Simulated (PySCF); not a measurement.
**Tin: a sound run and one with changed settings**

Sound run: Sn [Kr] 4d10 5s2 5p2, Sn⁺ [Kr] 4d10 5s2 5p1. Calculation: PySCF 2.14, in def2-SVP with the def2 core potential (28 electrons); a scalar-relativistic core potential. The sound run starts from symmetry-adapted Hartree-Fock orbitals and uses a fine grid where one is needed.

A second run was set up differently.

| species | method | sound run (hartree) | changed run (hartree) | converged |
| --- | --- | --- | --- | --- |
| Sn | UHF | -213.33613 | -213.33613 | yes |
| Sn | TPSS | -214.15705 | -214.82612 | yes |
| Sn | BP86 | -214.36448 | -214.96364 | yes |
| Sn⁺ | UHF | -213.08429 | -213.08429 | yes |
| Sn⁺ | TPSS | -213.89065 | -214.56114 | yes |
| Sn⁺ | BP86 | -214.09323 | -214.68447 | yes |

Ionisation energy of Sn:

```
method  sound run (eV)  changed run (eV)
   UHF           6.853             6.853
  TPSS           7.249             7.211
  BP86           7.381             7.597
```

Question: What was changed?
A. angular grid far too coarse
B. level shift left on
C. basis contracted for another Hamiltonian
D. too few SCF iterations

Answer: A. It used 6 angular points. A coarse angular grid integrates products of high-l functions wrongly, so density functionals can shift, and the SCF can exploit the error; Hartree-Fock and MP2 need no grid.
